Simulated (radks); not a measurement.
Task: Isoelectronic series with 3 electrons, all held in the configuration [He] 2s1, which need not be the ground one along the series. Calculated with a radial shooting solver on a logarithmic mesh with Libxc functionals: Dirac Kohn-Sham, BLYP, spin-unpolarised, spherical densities, finite nucleus; Fermi nuclear charge, rms radius of each element as measured or else 0.836 A^(1/3) + 0.57 fm. Total energies (hartree) and mean radii <r> (bohr):

ion,E (hartree),2s1/2,1s1/2
Li,-7.47581,3.885,0.5821
B2+,-23.41276,1.639,0.3281
N4+,-48.36596,1.054,0.2282
Al10+,-177.51774,0.5105,0.1190
P12+,-238.76362,0.4355,0.1026
Cl14+,-309.17119,0.3796,0.09011
K16+,-388.78842,0.3362,0.08030
Sc18+,-477.66977,0.3016,0.07239
V20+,-575.87657,0.2734,0.06587
Mn22+,-683.47697,0.2499,0.06040
Co24+,-800.54655,0.2300,0.05575
Cu26+,-927.16819,0.2129,0.05174
Ga28+,-1063.43256,0.1981,0.04825

Estimate the row of F6+.

Result: E (hartree) -82.35122; 2s1/2 0.7779; 1s1/2 0.1749.
